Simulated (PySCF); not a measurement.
In(H)2(nPr) (C3H9In), SMILES CC[CH2][InH2].

The structure is a stationary point at PBE-D3(BJ)/def2-SVP. The structure was generated by enumeration; whether it is a known compound was not checked. The def2 effective core potentials stand for the cores of In; spin–orbit coupling is left out. Other conformers were not sampled.

All values below come from PySCF with r2SCAN/def2-TZVP.

Symmetry labels are those of the subgroup Cs that the program uses (full group Cs).

**Question.** List the valence orbital energies around the gap with their symmetry. (An estimate is asked for; the answer gives what the named calculation found.)

**Answer.** 
| orbital | symmetry | energy (eV) |
|---|---|---|
| HOMO−7 | A' | -10.84 |
| HOMO−6 | A' | -10.13 |
| HOMO−5 | A' | -9.49 |
| HOMO−4 | A" | -9.47 |
| HOMO−3 | A' | -8.41 |
| HOMO−2 | A" | -8.05 |
| HOMO−1 | A' | -6.98 |
| HOMO | A' | -6.19 |
| LUMO | A" | -1.99 |
| LUMO+1 | A' | -0.30 |
| LUMO+2 | A' | 1.02 |
| LUMO+3 | A' | 1.48 |
